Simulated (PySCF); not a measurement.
CHNS, SMILES `SC#N`, neutral singlet in the gas phase. 

Cartesian coordinates (Å):
```xyz
4

N      1.7679    -0.2260    -0.4820
C      0.6596     0.0656    -0.6226
S     -0.9320     0.5759    -0.8878
H     -1.4955    -0.4155    -0.1718
```
Charge 0, multiplicity 1.

All levels are single points at this geometry (B3LYP-D3(BJ)/def2-TZVP); Pople sets use spherical d functions. Orbital energies aren't observables, and empty levels follow the basis.

HF/STO-3G in PySCF gives dipole (D) = 3.01.

Problem. Estimate the dipole (D) from each of these levels: B3LYP-D3(BJ)/def2-TZVP in PySCF; B3LYP/3-21G in PySCF; B3LYP/LANL2DZ in PySCF; PBE/6-31G* in PySCF; SVWN5/6-31G* in PySCF.

Solution. 
```tsv
level	dipole (D)
B3LYP-D3(BJ)/def2-TZVP in PySCF	3.56
B3LYP/3-21G in PySCF	2.99
B3LYP/LANL2DZ in PySCF	3.39
PBE/6-31G* in PySCF	3.25
SVWN5/6-31G* in PySCF	3.35
```
